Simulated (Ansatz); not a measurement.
Basis-set extrapolation for C3H8BN, SMILES `BC(C)C=N` (PBE0-D4/def2-TZVP geometry, frozen core, Ansatz). Multiplicity 1, RHF reference.

```json
{"": "HF", "def2-TZVPP": "-197.429061", "def2-QZVPP": "-197.438415"}
{"": "MP2 correlation", "def2-TZVPP": "-0.810744", "def2-QZVPP": "-0.862919"}
{"": "CCSD(T) correlation", "def2-TZVPP": "-0.894094", "def2-QZVPP": "not run"}
```

Energies in hartree. Use E(X) = E(∞) + A·exp(−7.88·√X) for Hartree–Fock and E(X) = E(∞) + B·X^(−2.97) for correlation, with X = 3 and 4, and add CCSD(T) minus MP2 of the smaller set to the MP2 limit.

Task: What is the CCSD(T) energy at the basis-set limit?

Result: HF limit: -197.438415 + (-0.009354) × 0.13774 = -197.43970. MP2 limit: -0.862919 + (-0.052175) × 0.74074 = -0.90157. Higher-order term: -0.894094 − (-0.810744) = -0.08335. Total: -198.42462 hartree, 266.4 kJ/mol below CCSD(T)/def2-TZVPP.
